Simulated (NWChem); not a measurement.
# Correlation energy of Sn

```
Sn
```
Charge 0, spin multiplicity 3.

All runs are NWChem calculations.

Basis set: def2-QZVP. Each correlation energy counts from its own Hartree-Fock reference.

Effective core potentials replace the inner electrons of Sn; spin-orbit coupling is left out. The correlated methods keep 4 core orbitals frozen. No SCF solution was tested for a lower state. Open-shell Hartree-Fock references start from PBE0 orbitals. No row is a measurement; the coupled-cluster row has its own basis-set and correlation limits.

Problem. Order these methods by the correlation energy they give, lowest first: UMP2, CCSD(T) on ROHF, SCS-UMP2, CCSD on ROHF.

Solution. UMP2 (-472.9 mHa), CCSD(T) on ROHF (-455.9 mHa), CCSD on ROHF (-445.7 mHa), SCS-UMP2 (-413.9 mHa)
